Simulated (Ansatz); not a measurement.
A structure drawn as `FC1(Cl)[CH2][AlH][O]1`, with this starting geometry:

```xyz
9

F    -1.251    1.602    0.132
C    -0.606    0.417    0.584
Cl   -1.630   -0.346    1.808
C    -0.316   -0.535   -0.480
Al    1.590   -0.288   -0.148
O     0.680    0.700    1.126
H    -0.601   -0.150   -1.523
H    -0.622   -1.588   -0.316
H     2.754    0.188   -1.183
```

Total charge 0; spin multiplicity 1.

(1) Relax it with Ansatz at PBE-D4/def2-SVP and then PBE0-D4/def2-TZVP. Is the drawn bonding still there?

(2) Give the relaxed structure. (An estimate is asked.)

Atoms count as bonded under 1.1 times the sum of their covalent radii (H–H under 0.85 Å, pairs among N, O and F under 1.55 Å), and a drawn bond as lost past 1.3 times.

Results:

(1) Yes, every drawn bond is still there and no new one forms.

(2) The calculation gave: 
Z-matrix (Å, degrees):
```
C
Cl 1 1.806
C 1 1.541 2 112.5
O 1 1.373 2 110.0 3 -119.6
F 1 1.359 2 106.3 3 122.3
Al 1 2.274 2 127.5 3 -65.4
H 3 1.087 1 113.3 2 -2.9
H 3 1.090 1 110.9 2 120.4
H 6 1.570 1 166.7 2 -82.2
```
All modes are real.
